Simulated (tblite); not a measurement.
Species: C₄H₁₀NSi₂ (doublet state).
SMILES with atom numbers: `[CH3:1][CH2:2][Si@@:3]([CH3:4])([SiH2:5])[C:6]#[N:7]` (hydrogens: H8, H9, H10 on C1; H11, H12 on C2; H13, H14, H15 on C4; H16, H17 on Si5)
Bond orders are those of one Lewis drawing.

Computed with GFN2-xTB (tblite), gas phase: L-BFGS steps from a force-field or distance-geometry start until the largest atomic force falls under 0.01 eV/Å.

Step 5: E = -541.8184 eV
```
atom  x, y, z in Å  |  force x, y, z in eV/Å
C1     -1.9890   -0.4726    0.6929   -0.343   0.059   0.111
C2     -0.6686   -1.1884    0.5566    0.167  -0.088  -0.037
Si3     0.6263   -0.0651   -0.2772    0.213  -0.170  -0.100
C4     -0.1424    1.5627   -0.8784    0.068  -0.023  -0.033
Si5     2.2760    0.2442    1.2597   -0.027   0.048  -0.097
C6      1.1884   -0.9159   -1.8581   -0.212   0.197   0.358
N7      1.6307   -1.4513   -2.7693    0.133  -0.139  -0.246
H8     -1.8880    0.3608    1.3740   -0.023   0.170   0.261
H9     -2.7658   -1.1311    1.0690   -0.088  -0.068   0.063
H10    -2.3192   -0.0611   -0.2502   -0.137  -0.076  -0.258
H11    -0.7949   -2.1059   -0.0084   -0.088  -0.171  -0.065
H12    -0.3116   -1.4668    1.5518   -0.054  -0.120  -0.046
H13    -0.5533    2.1280   -0.0535   -0.069   0.054   0.127
H14     0.6160    2.1756   -1.3449    0.080   0.152  -0.143
H15    -0.9328    1.3975   -1.5986   -0.092   0.037  -0.121
H16     3.4122   -0.6544    1.0717    0.174   0.164   0.152
H17     2.6091    1.6559    1.4532    0.298  -0.025   0.074
```

Step 6: E = -541.8391 eV
```
atom  x, y, z in Å  |  force x, y, z in eV/Å
C1     -1.9995   -0.4775    0.6962   -0.117   0.112   0.055
C2     -0.6665   -1.1928    0.5582   -0.102  -0.056  -0.045
Si3     0.6388   -0.0721   -0.2783   -0.001  -0.030  -0.059
C4     -0.1403    1.5600   -0.8831    0.018   0.126  -0.035
Si5     2.2844    0.2482    1.2692    0.011   0.052  -0.162
C6      1.1815   -0.9184   -1.8659    0.013  -0.025   0.018
N7      1.6370   -1.4549   -2.7745   -0.054   0.062   0.084
H8     -1.8906    0.3636    1.3711   -0.068   0.067   0.238
H9     -2.7826   -1.1334    1.0698    0.039  -0.030   0.075
H10    -2.3344   -0.0631   -0.2479   -0.050  -0.137  -0.190
H11    -0.8077   -2.1109   -0.0066   -0.019  -0.110  -0.059
H12    -0.3100   -1.4813    1.5530   -0.091  -0.054  -0.102
H13    -0.5521    2.1321   -0.0564   -0.016  -0.076   0.046
H14     0.6109    2.1896   -1.3496    0.035   0.012  -0.089
H15    -0.9381    1.4086   -1.6061    0.047  -0.018   0.004
H16     3.4299   -0.6471    1.0814    0.101   0.202   0.162
H17     2.6322    1.6615    1.4596    0.256  -0.096   0.059
```

Problem. Estimate the geometry and energy of step 7. (The exact step hangs on the optimiser's Hessian estimate; all steps are aligned on step 6, rigid shifts and turns removed.)

Solution. E = -541.8493 eV, largest force 0.268 eV/Å
```
atom  x, y, z in Å  |  force x, y, z in eV/Å
C1     -2.0060   -0.4768    0.6984    0.012   0.083   0.010
C2     -0.6675   -1.1957    0.5575   -0.213  -0.014  -0.049
Si3     0.6444   -0.0760   -0.2801   -0.143   0.065  -0.011
C4     -0.1388    1.5610   -0.8856    0.004   0.136  -0.026
Si5     2.2877    0.2508    1.2697    0.037   0.052  -0.165
C6      1.1785   -0.9193   -1.8678    0.101  -0.116  -0.128
N7      1.6388   -1.4554   -2.7756   -0.112   0.120   0.178
H8     -1.8930    0.3663    1.3750   -0.094  -0.018   0.151
H9     -2.7893   -1.1354    1.0719    0.092   0.015   0.068
H10    -2.3417   -0.0667   -0.2509   -0.010  -0.149  -0.078
H11    -0.8133   -2.1153   -0.0071   -0.008  -0.047  -0.043
H12    -0.3111   -1.4885    1.5519   -0.102  -0.026  -0.118
H13    -0.5521    2.1326   -0.0563    0.018  -0.120  -0.005
H14     0.6099    2.1959   -1.3535    0.005  -0.040  -0.052
H15    -0.9398    1.4127   -1.6094    0.104  -0.032   0.057
H16     3.4392   -0.6401    1.0886    0.078   0.201   0.160
H17     2.6469    1.6619    1.4634    0.231  -0.109   0.051
```

The energy changes by -0.0102 eV. The first-order estimate −F·Δx gives -0.0131 eV and the mean of the old and new forces, exact on a quadratic surface, -0.0102 eV. The step makes an angle of 50° with the force vector and moves no atom by more than 0.015 Å.

The cost below is that of the whole relaxation. The run took 1.1 s on one thread, Arm Neoverse V2 (aarch64), shared host.
